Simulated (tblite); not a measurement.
Compound: C6H8NO (doublet state).
Numbering: `[CH2:1]=[CH:2][C@@H:3]1[CH2:4][O:5][CH2:6][C:7]1=[N:8]` (hydrogens: H9, H10 on C1; H11 on C2; H12 on C3; H13, H14 on C4; H15, H16 on C6)

A start from a force field or distance geometry was refined with tblite 0.8.0, GFN2-xTB geometry optimisation, gas phase. Values at the start:

| coordinate | start |
| --- | --- |
| C1=C2 | 1.354 Å |
| C1–H9 | 1.084 Å |
| C1–H10 | 1.080 Å |
| C2–C3 | 1.492 Å |
| C2–H11 | 1.088 Å |
| C3–C4 | 1.543 Å |
| C3–C7 | 1.484 Å |
| C3–H12 | 1.090 Å |
| C4–O5 | 1.447 Å |
| C4–H13 | 1.078 Å |
| C4–H14 | 1.095 Å |
| O5–C6 | 1.430 Å |
| C6–C7 | 1.489 Å |
| C6–H15 | 1.085 Å |
| C6–H16 | 1.105 Å |
| C7=N8 | 1.461 Å |
| C2–C3–C4 | 112.8° |
| C2–C3–C7 | 109.1° |
| C3–C7–C6 | 114.4° |
| C3–C7–N8 | 123.1° |
| C4–C3–C7 | 97.4° |
| C4–O5–C6 | 108.4° |
| O5–C6–C7 | 101.2° |
| C6–C7–N8 | 122.5° |
| C1–C2–C3–C4 | -134° |
| C3–C4–O5–C6 | -38° |
| C4–O5–C6–C7 | 27° |
| O5–C6–C7–N8 | 175° |

Problem. How do these coordinates change at the GFN2-xTB level?

Solution. 
```csv
coordinate,GFN2-xTB (Å or °),change
C7=N8,1.211,-0.250
C3–C7,1.552,+0.068
C6–C7,1.538,+0.049
C4–O5,1.408,-0.039
O5–C6,1.396,-0.034
C1=C2,1.323,-0.031
C6–H15,1.101,+0.016
C6–H16,1.091,-0.014
C4–H13,1.091,+0.013
C1–H9,1.077,-0.007
C2–H11,1.082,-0.006
C4–H14,1.100,+0.005
C3–C4,1.538,-0.005
C1–H10,1.076,-0.004
C2–C3,1.488,-0.004
C3–H12,1.091,+0.001
C3–C7–C6,104.1,-10.3
C6–C7–N8,128.3,+5.8
O5–C6–C7,106.9,+5.7
C3–C7–N8,127.6,+4.5
C4–C3–C7,101.1,+3.7
C4–O5–C6,106.5,-1.9
C2–C3–C7,108.4,-0.7
C2–C3–C4,112.5,-0.3
C1–C2–C3–C4,-141,-7
C4–O5–C6–C7,33,+6
O5–C6–C7–N8,170,-5
C3–C4–O5–C6,-42,-4
```

The energy falls by 159.2 kJ/mol over 55 L-BFGS steps, the largest force on an atom goes from 10.22 to 0.009 eV/Å, and the atoms move by 0.098 Å rms after alignment. The bond that changes most is C7=N8 (ends: carbon bonded to 2 C and N; nitrogen bonded to C), which shortens by 0.250 Å. Bonds longer at the end by more than 0.005 Å: 5 of 16; shorter: 8. Among the dihedrals that turn most is H11–C2–C3–C7, from -59° to -71°. Rotational constants go from 3092, 1843, 1325 to 3226, 1907, 1374 MHz.

Its GFN2-xTB frequencies are all real (lowest 66 cm⁻¹).

One conformer stands for the species.

The numbers are calculated, not measured.
